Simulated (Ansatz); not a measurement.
Consider the redistribution: `O[SiH](O)N[SiH2]F` + `BC(=C)SC` → `C[SiH](F)N[SiH](O)O` + `BC(=C)S`.

Computed with Ansatz on PBE0-D4/def2-TZVP structures; ΔE is electronic, products minus reactants. CBS: MP2 limit from def2 TZ/QZ plus the TZ coupled-cluster correction, frozen cores. DFT in def2-TZVPP. B3LYP here is the variant with VWN-RPA as its local correlation; programs differ in this. Each species was taken in one conformer, which may not be the lowest.

`O[SiH](O)N[SiH2]F`:

Z-matrix (Å, degrees):
```
Si
O 1 1.636
N 1 1.728 2 106.0
O 1 1.636 2 116.1 3 -121.8
H 1 1.471 2 106.1 3 122.6
H 2 0.960 1 119.1 3 47.6
Si 3 1.707 1 125.7 2 13.2
H 3 1.010 1 117.3 2 -161.5
H 4 0.958 1 118.5 2 66.7
F 7 1.610 3 109.7 1 -63.0
H 7 1.477 3 112.5 1 53.4
H 7 1.481 3 109.0 1 179.1
```

`BC(=C)SC`:

Z-matrix (Å, degrees):
```
C
S 1 1.794
H 1 1.091 2 105.2
H 1 1.090 2 111.9 3 -118.1
H 1 1.090 2 111.8 3 118.1
C 2 1.757 1 104.2 3 -179.6
C 6 1.348 2 117.9 1 179.5
B 6 1.538 2 125.4 1 -0.8
H 7 1.087 6 123.1 2 -0.1
H 7 1.083 6 119.7 2 179.9
H 8 1.194 6 123.8 2 -0.3
H 8 1.196 6 117.0 2 179.8
```

`C[SiH](F)N[SiH](O)O`:

```xyz
15

C    -1.306   -2.006   -1.067
Si   -0.425   -0.381   -1.000
F    -1.515    0.810   -1.064
N     0.450   -0.220    0.463
Si    1.360    1.159    0.966
O     0.908    2.390   -0.011
O     1.139    1.404    2.570
H    -1.916   -2.073   -1.970
H    -0.591   -2.833   -1.082
H    -1.964   -2.135   -0.204
H     0.436   -0.142   -2.180
H     0.380   -0.982    1.122
H     2.818    1.026    0.824
H    -0.017    2.462   -0.259
H     0.243    1.523    2.891
```

`BC(=C)S`:

Cartesian coordinates in Å:
```
B 0.299 1.188 0.271
C 0.006 -0.267 -0.133
C -0.967 -0.932 0.514
S 0.911 -1.069 -1.415
H -0.352 1.673 1.147
H 1.153 1.831 -0.267
H -1.239 -1.961 0.293
H -1.519 -0.432 1.301
H 1.706 -0.031 -1.710
```

```csv
level,ΔE (kcal/mol),difference from CCSD(T)/CBS
PBE-D4,-13.9,0.4
r2SCAN-D4,-15.0,-0.7
PBE0-D4,-14.4,-0.1
B3LYP-D4,-14.2,0.1
ωB97X-V,-14.3,0.0
ωB97M-V,-15.0,-0.7
B2PLYP,-14.3,0.0
PBE,-14.0,0.3
r2SCAN,-15.0,-0.7
PBE0,-14.5,-0.2
B3LYP,-14.4,-0.1
HF/def2-TZVPP,-14.5,-0.2
MP2/def2-TZVPP,-14.1,0.2
SCS-MP2/def2-TZVPP,-13.7,0.6
CCSD/def2-TZVPP,-15.0,-0.7
CCSD(T)/def2-TZVPP,-14.6,-0.3
HF/def2-QZVPP,-14.4,-0.1
MP2/def2-QZVPP,-14.0,0.3
SCS-MP2/def2-QZVPP,-13.6,0.7
HF/CBS(def2),-14.4,-0.1
MP2/CBS(def2),-13.9,0.4
CCSD/CBS(def2),-14.7,-0.4
CCSD(T)/CBS,-14.3,0
```

Largest T1 diagnostic among the species: 0.012.
